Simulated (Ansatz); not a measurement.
Ideal-gas functions of `FC[TeH]` at 500 K and 1 bar, from an Ansatz frequency run at PBE0-D4/def2-TZVP.

Molar mass 161.63 g/mol, point group C1 (symmetry number 1), electronic degeneracy 1, moments of inertia 15.404, 183.549, 190.429 u Å². Harmonic wavenumbers (cm⁻¹, unscaled): 194, 266, 542, 611, 870, 1070, 1252, 1289, 1464, 2157, 3086, 3161.

Use S(trans) = R[1.5 ln M + 2.5 ln T − 1.1517]; rotational temperatures θ = 24.2544 K / I; S(rot) = R[ln(√π/σ · √(T³/θAθBθC)) + 1.5]; for each mode x = 1.438777 ν̃/T, S = R[x/(eˣ − 1) − ln(1 − e⁻ˣ)] and H = RT x/(eˣ − 1); 1 cm⁻¹ = 0.0119627 kJ/mol; R = 8.31446 J/(mol·K).

By hand: the entropy, in J/(mol·K).

Translation 183.0. Rotation: θ = 1.5746, 0.1321, 0.1274 K, giving 109.8. Vibration, mode by mode: 13.27, 10.74, 5.41, 4.62, 2.56, 1.63, 1.07, 0.98, 0.65, 0.12, 0.01, 0.01, in all 41.1. Electronic 0.0. Sum 333.9 J/(mol·K).

By hand: H − E and G − E in kJ/mol, counted from the electronic energy.

Zero-point energy ½ × 15962 × 0.0119627 = 95.5; thermal vibration 11.8; translation, rotation and pV give 4 RT = 16.6. H − E = 123.9 kJ/mol, and G − E = 123.9 − 500 × 333.9/1000 = -43.0 kJ/mol.

Vibration gives 12 % of the entropy. The sum counts one conformer and one mirror image; others add a mixing term.
